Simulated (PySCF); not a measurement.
SiOF, SMILES O=[Si]F, multiplicity 2. Atoms are numbered in the order given.

```xyz
3

Si     0.3790     0.0736     0.0000
O     -0.3441     1.4101     0.0000
F     -0.2836    -1.3679     0.0000
```
Charge 0, spin multiplicity 2.

Geometry optimised at PBE0-D3(BJ)/def2-TZVP.

Level of theory: PBE0/pcH-1 in PySCF.

Unrestricted Kohn–Sham, ⟨S²⟩ = 0.755. Hyperfine tensors hold the contact and dipolar terms, without spin-orbit corrections.

Computed hyperfine couplings:
```tsv
nucleus	A(iso) (MHz)	A(iso) (G)	dipolar principal values (MHz)
29Si no. 1	-913.8	-326.1	-96.2, 38.0, 58.2
17O no. 2	1.5	0.5	-99.6, 44.9, 54.6
19F no. 3	536.7	191.5	-184.6, -165.3, 349.9
```

And the g tensor (effective nuclear charges for spin-orbit coupling, GIAO)? (Estimate from the structure and the level; the computed values follow.)

principal values 1.9956, 2.0012, 2.0028; isotropic 1.9998.
